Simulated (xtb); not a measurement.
InF2Cl, SMILES [Cl][In]([F])[F]. All values are semi-empirical tight-binding results from xtb (GFN2-xTB unless named), good for trends rather than for accurate numbers. Geometry optimised at GFN2-xTB.

For metal compounds this method's bond lengths and energies can be far off.

**Question.** Estimate the properties. (Estimate from the structure and the level; the computed values follow.)

**Answer.** 
```
Item                                            Value
-------------------------------------  --------------
point group as xtb finds it                       C2v
orbital gap                                   2.75 eV
zero-point energy                        1.8 kcal/mol
G − E(el) at 298.15 K (modified RRHO)  -18.3 kcal/mol
```
